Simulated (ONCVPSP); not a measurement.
**Before and after: ONCV potential for Ni**

```
Element                 : Ni
Generator               : ONCVPSP 4.0.1
Type                    : optimised norm-conserving Vanderbilt (ONCV)
Functional              : LDA (Perdew-Wang 92)
Relativity              : scalar-relativistic
Frozen core             : [Ne] 3s2
Valence charge          : 16
Reference configuration : 3p6 3d8 4s1 (charge +1)
Partial waves           : 4s: rc 1.60 bohr, ncon 3, nbas 7, qcut 4.1 1/bohr, 2 projectors, debl 1.2 Ha; 3p: rc 0.90 bohr, ncon 4, nbas 7, qcut 14 1/bohr, 2 projectors, debl 3.7 Ha; 3d: rc 1.60 bohr, ncon 3, nbas 7, qcut 11.5 1/bohr, 2 projectors, debl 3.2 Ha
Local potential         : polynomial inside 0.85 bohr (lpopt 5, dvloc0 0 Ha)
Core correction         : Teter function, parameters optimised by the program
```

Change: p: rc 0.62; local potential polynomial inside 0.62 bohr (lpopt 5, dvloc0 0 Ha).

Cutoffs: the cutoffs (Ha) at which the residual kinetic energy of the hardest occupied pseudo-wave falls to 1 and 0.1 mHa per electron; they do not see the model core or the augmentation charge, which bear on the density cutoff. Errors are all-electron minus pseudo energies relative to the spin-unpolarised reference configuration.

Problem. How do hardness, ghosts and transferability respond?

Solution. The potential gets harder (57 Ha and 79 Ha → 80 Ha and 195 Ha); both files keep a bound ghost (s); the errors of the 4 common tests hardly move. A smaller radius makes the pseudo-wave follow the all-electron one further in, where it bends more sharply, so more plane waves are needed.

```tsv
quantity	base	changed
cutoff, loose	57 Ha	80 Ha
cutoff, tight	79 Ha	195 Ha
loose cutoff by channel	s 5.6 Ha, p 57 Ha, d 46 Ha	s 5.6 Ha, p 80 Ha, d 46 Ha
bound ghosts	s	s
GHOST(+) flags under 300 eV	none	s at 286.3 eV
error for 3p6 3d8 4s2, meV [ΔE -9.59 eV]	-0.9	-0.9
error for 3p6 3d8 4s0, meV [ΔE 17.65 eV]	-9.9	-9.9
error for 3p6 3d7 4s0, meV [ΔE 55.46 eV]	+85	+86
error for 3p6 3d9 4s0, meV [ΔE -3.05 eV]	-14	-14
s: phases at 1.63 bohr within 0.05 rad from the reference energy up to (Ha; the scan ends near 5)	to the end of the scan	to the end of the scan
d: phases at 1.63 bohr within 0.05 rad from the reference energy up to (Ha; the scan ends near 5)	to the end of the scan	to the end of the scan
rms error of d²Exc/dni dnj with the model core, mHa	0.34	0.33
```

 A true bound ghost makes a file unfit for plane-wave use even where its test errors are small: the radial tests pick states by their node count and pass the ghost by.
